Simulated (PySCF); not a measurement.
## Phosphorus: a sound run and one with changed settings

Sound run: P⁺ [Ne] 3s2 3p2, P²⁺ [Ne] 3s2 3p1. All numbers are calculated (PySCF 2.14, the spin-free X2C one-electron Hamiltonian (Gaussian nucleus), in x2c-SVPall). In the sound run the correlated levels freeze [Ne]. The sound run starts from symmetry-adapted Hartree-Fock orbitals and uses a fine grid where one is needed.

Changed run: the non-relativistic Hamiltonian (point nucleus). This setting is unsound on purpose.

| species | method | sound run (hartree) | changed run (hartree) | converged |
| --- | --- | --- | --- | --- |
| P⁺ | UHF | -341.03801 | -340.14035 | yes |
| P⁺ | M06-2X | -341.57119 | -340.67383 | yes |
| P⁺ | LDA | -340.28688 | -339.39017 | yes |
| P⁺ | MP2 | -341.08769 | -340.19003 | yes |
| P⁺ | CCSD(T) | -341.10868 | -340.21109 | yes |
| P²⁺ | UHF | -340.33331 | -339.43567 | yes |
| P²⁺ | M06-2X | -340.85129 | -339.95385 | yes |
| P²⁺ | LDA | -339.55815 | -338.66138 | yes |
| P²⁺ | MP2 | -340.37261 | -339.47499 | yes |
| P²⁺ | CCSD(T) | -340.39270 | -339.49518 | yes |

Ionisation energy of P⁺:

```json
{"method": "UHF", "sound run (eV)": "19.176", "changed run (eV)": "19.175"}
{"method": "M06-2X", "sound run (eV)": "19.590", "changed run (eV)": "19.592"}
{"method": "LDA", "sound run (eV)": "19.830", "changed run (eV)": "19.831"}
{"method": "MP2", "sound run (eV)": "19.458", "changed run (eV)": "19.457"}
{"method": "SCS-MP2", "sound run (eV)": "19.381", "changed run (eV)": "19.379"}
{"method": "CCSD", "sound run (eV)": "19.475", "changed run (eV)": "19.472"}
{"method": "CCSD(T)", "sound run (eV)": "19.483", "changed run (eV)": "19.481"}
```

Most of the change in total energy is the relativistic energy itself. On top of that the contraction fixes the core shape for the Hamiltonian it was made with, so the changed run is not a good calculation with the other Hamiltonian either.

For comparison, NIST gives 19.769 eV between the lowest levels.
